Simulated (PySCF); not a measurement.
Zr: excitation energy

Zr [Kr] 4d2 5s2 (3F) → Zr [Kr] 4d3 5s1 (5F), as a difference of total energies. Calculation: PySCF 2.14, in ANO-RCC-VTZP (7s6p4d2f1g, 68 functions); scalar relativity by spin-free X2C-1e. Correlated levels: valence: [Kr] frozen. The calculations carry no spin-orbit coupling.

```json
{"method": "UHF", "excitation energy (cm⁻¹)": "58.770"}
{"method": "MP2 (valence)", "excitation energy (cm⁻¹)": "3548.5"}
{"method": "SCS-MP2 (valence)", "excitation energy (cm⁻¹)": "7363.0"}
{"method": "CCSD (valence)", "excitation energy (cm⁻¹)": "4822.7"}
{"method": "CCSD(T) (valence)", "excitation energy (cm⁻¹)": "5288.6"}
```

Errors of the correlated levels include the incompleteness of this basis and the frozen core.

Question: Which method comes closest to the reference value, and which is furthest?

Answer: The reference is 4738.5 cm⁻¹ (measured; NIST levels, between the centres of gravity of the two terms). Closest: CCSD (valence) (error 84.156 cm⁻¹); furthest: UHF (error -4679.7 cm⁻¹).
